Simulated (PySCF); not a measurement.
**Interval between two levels of Tm by level of theory**

Tm [Xe] 4f13 6s2 [2F7/2, M_J = 7/2] → Tm [Xe] 4f12 5d1 6s2 [4K17/2, M_J = 17/2], as a difference of total energies. Computed with PySCF 2.14 in x2c-TZVPall-2c with one added diffuse shell each of s, p, d, f type (12s12p11d5f1g, 147 functions), with the two-component X2C-1e Hamiltonian. Correlated levels: [Ar] 3d10 frozen; the 18 highest virtual spinors dropped. "Screened" scales the spin-orbit matrix elements by Boettger's factors to mimic the two-electron term; Breit and QED terms are absent.

| method | interval between two levels (cm⁻¹) |
| --- | --- |
| GHF (screened spin-orbit) | 14939 |
| GMP2 (screened spin-orbit) | 59663 |

The labels give the starting determinants; with spin-orbit coupling the two ends relaxed to ⟨J²⟩ = 15.76, ⟨L²⟩ = 12.11, ⟨S²⟩ = 0.85 and ⟨J²⟩ = 80.78, ⟨L²⟩ = 56.26, ⟨S²⟩ = 3.84.
